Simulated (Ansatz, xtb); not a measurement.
Two isomers of C5H4F2

We compare I, `FC1=CC=C[C@@H]1F`, a singlet, with II, `FC1(F)C=CC=C1`, a singlet. Both are isolated molecules in the gas phase, relaxed with PBE-D3(BJ)/def2-SVP.

Quicker runs give these differences E(II) − E(I): GFN2-xTB −1.4 kJ/mol; HF/STO-3G −7.1 kJ/mol (at GFN2-xTB geometries); r2SCAN-D4/def2-SVP −31.3 kJ/mol (at GFN2-xTB geometries).

Q: Estimate E(II) − E(I) at the level CCSD(T)/def2-SVP + ΔMP2/def2-TZVPP.

A: Calculated at CCSD(T)/def2-SVP + ΔMP2/def2-TZVPP: E(II) − E(I) = −36.1 kJ/mol, so structure II lies lower.

Level by level:

```json
{"level": "GFN2-xTB", "geometry": "GFN2-xTB", "E(II) − E(I) (kJ/mol)": "−1.4", "departure from the last row (kJ/mol)": "+34.7", "job, with rough time for the two": "optimisation, 0.14 s"}
{"level": "HF/STO-3G", "geometry": "GFN2-xTB", "E(II) − E(I) (kJ/mol)": "−7.1", "departure from the last row (kJ/mol)": "+29.0", "job, with rough time for the two": "single point, 0.44 s"}
{"level": "r2SCAN-D4/def2-SVP", "geometry": "GFN2-xTB", "E(II) − E(I) (kJ/mol)": "−31.3", "departure from the last row (kJ/mol)": "+4.8", "job, with rough time for the two": "single point, 5.6 s"}
{"level": "PBE-D3(BJ)/def2-SVP", "geometry": "PBE-D3(BJ)/def2-SVP", "E(II) − E(I) (kJ/mol)": "−24.9", "departure from the last row (kJ/mol)": "+11.2", "job, with rough time for the two": "optimisation, 24 s"}
{"level": "HF/def2-SVP", "geometry": "PBE-D3(BJ)/def2-SVP", "E(II) − E(I) (kJ/mol)": "−41.2", "departure from the last row (kJ/mol)": "−5.1", "job, with rough time for the two": "part of the CCSD(T) run"}
{"level": "MP2/def2-SVP", "geometry": "PBE-D3(BJ)/def2-SVP", "E(II) − E(I) (kJ/mol)": "−36.5", "departure from the last row (kJ/mol)": "−0.4", "job, with rough time for the two": "part of the CCSD(T) run"}
{"level": "CCSD(T)/def2-SVP", "geometry": "PBE-D3(BJ)/def2-SVP", "E(II) − E(I) (kJ/mol)": "−39.3", "departure from the last row (kJ/mol)": "−3.3", "job, with rough time for the two": "single point"}
{"level": "CCSD(T)/def2-SVP + ΔMP2/def2-TZVPP", "geometry": "PBE-D3(BJ)/def2-SVP", "E(II) − E(I) (kJ/mol)": "−36.1", "departure from the last row (kJ/mol)": "", "job, with rough time for the two": "single point, 83 s"}
```

As drawn, both hold the same kinds of bond in the same numbers.

GFN2-xTB finds them nearly level. The largest departure from CCSD(T)/def2-SVP + ΔMP2/def2-TZVPP is that of GFN2-xTB, 34.7 kJ/mol. The last row adds to CCSD(T) the change of the MP2 difference between the two basis sets, here +3.3 kJ/mol.

With thermal terms from frequencies at re-optimised GFN2-xTB minima (ideal gas, soft modes damped towards free rotors, one conformer each, 298.15 K, 1 atm): the zero-point term adds −1.0 kJ/mol; ΔH is −37.2 and ΔG −34.8 kJ/mol.

The correlated steps freeze 7 core orbitals. Mirror images aren't counted in ΔG. Run with Ansatz 0.2.0, xtb 6.7.1; the last row on 2 threads of Arm Neoverse V1 on a shared host.
